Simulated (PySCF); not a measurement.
## SiSe: mean field, correlation and small terms against distance

State: ¹Σ⁺, singlet, closed shell. RHF-based CCSD(T) in PySCF 2.14 with Si cc-pV(T+d)Z, Se cc-pVTZ-PP with ECP10 and Si cc-pV(Q+d)Z, Se cc-pVQZ-PP with ECP10 (frozen core orbitals: 14; scalar-relativistic core potentials). Correlation energies are extrapolated as n⁻³ (n = 3, 4), Hartree–Fock as (n+1)·exp(−9√n). CV is the change on freezing 5 orbitals instead, in Si cc-pwCVTZ, Se cc-pwCVTZ-PP with ECP10. All energies in eV from Si + Se.

```tsv
R (Å)	HF/CBS	CCSD corr.	(T)	CV	total
1.8218	-2.290	-1.980	-0.2407	-0.1679	-4.679
1.9046	-2.928	-2.013	-0.2630	-0.1272	-5.330
1.9874	-3.208	-2.049	-0.2884	-0.0948	-5.641
2.0702	-3.232	-2.090	-0.3172	-0.0694	-5.708
2.1530	-3.073	-2.133	-0.3497	-0.0495	-5.605
2.2565	-2.700	-2.191	-0.3958	-0.0312	-5.317
2.3600	-2.203	-2.251	-0.4486	-0.0184	-4.921
```

A fit to the total gives Re = 2.0568 Å, De = 5.711 eV, ωe = 585.7 cm⁻¹, Be = 0.1923 cm⁻¹ (masses 27.9769 and 79.9165 u).

Task: At R = 2.0702 Å the CCSD correlation energy is -0.259765 hartree in the smaller basis and -0.276509 in the larger. Extrapolate it.

Result: (4³·E4 − 3³·E3)/(4³ − 3³) = -0.28873 hartree; the larger basis holds 95.8 % of it.

The T1 diagnostic is 0.025, large enough to doubt a single reference. The open-shell atoms are computed with UHF. Spin–orbit coupling, excitations beyond (T) and corrections to the Born–Oppenheimer picture are left out.
